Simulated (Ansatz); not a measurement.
Geometry optimisation, RKS PBE0-D4/def2-SVP in Ansatz.

input.yaml

```yaml
crystal:
  periodic: [false, false, false]
  atoms:
    - { symbol: F, position_ang: [-1.3554, -2.0748, -0.2302] }
    - { symbol: C, position_ang: [-0.7586, -1.0351, 0.4041] }
    - { symbol: F, position_ang: [0.0348, -1.6183, 1.2896] }
    - { symbol: "N", position_ang: [0.092, -0.3098, -0.5739] }
    - { symbol: Si, position_ang: [0.8685, 1.0793, -0.2125] }
    - { symbol: H, position_ang: [-1.4987, -0.4071, 0.9282] }
    - { symbol: H, position_ang: [-0.5624, -0.1606, -1.3611] }
    - { symbol: H, position_ang: [1.8879, 0.8218, 0.8644] }
    - { symbol: H, position_ang: [-0.1375, 2.0835, 0.3057] }
    - { symbol: H, position_ang: [1.5124, 1.57, -1.4115] }
basis:
  gaussian: { orbitals: def2-SVP }
hamiltonian:
  xc: pbe0
  dispersion: d4
relax:
  f_tol: 0.02
  max_steps: 50
output:
  orbitals: {}
```

Launched with:

```bash
$ ansatz run input.yaml --threads 2 --pin off --max-ram 3072MiB --backend cpu --events-out ev --progress --plain --runs-dir out
```

Problem. Where does it end, and by what steps?

Solution. The run converged. After 25 steps the energy has fallen by 0.669 eV; F3 moved furthest, 1.26 Å.

```tsv
step	energy less start (eV)	largest force component (eV/Å)	accepted
0	0.0000	4.309	yes
1	-0.3802	2.015	yes
2	-0.5159	0.388	yes
3	-0.4735	1.519	no
4	-0.5429	0.251	yes
5	-0.5564	0.194	yes
6	-0.5685	0.089	yes
7	-0.5590	0.605	no
8	-0.5741	0.127	yes
9	-0.5800	0.273	yes
10	-0.5799	0.444	no
11	-0.5861	0.132	yes
12	-0.5920	0.084	yes
13	-0.5994	0.221	yes
14	-0.5977	0.668	no
15	-0.6093	0.175	yes
16	-0.6204	0.152	yes
17	-0.6319	0.299	yes
18	-0.6371	0.549	yes
19	-0.6604	0.473	yes
20	-0.6599	0.494	no
21	-0.6672	0.063	yes
22	-0.6679	0.153	yes
23	-0.6691	0.054	yes
24	-0.6693	0.026	yes
25	-0.6693	0.008	yes
```

```xyz
10
Properties=species:S:1:pos:R:3
F -0.259 -2.195 0.178
C -0.895 -1.001 0.339
F -0.664 -0.623 1.617
N -0.408 -0.005 -0.509
Si 0.963 1.029 -0.140
H -1.974 -1.195 0.207
H -0.727 -0.079 -1.468
H 2.159 0.262 0.319
H 0.624 2.049 0.893
H 1.264 1.708 -1.434
```

Whether the end is a true minimum wasn't checked by a vibrational analysis.

Run time: 47 s on 2 threads of Intel(R) Xeon(R) Platinum 8488C (Sapphire Rapids), with other jobs on the host, peak memory 0.22 GiB.
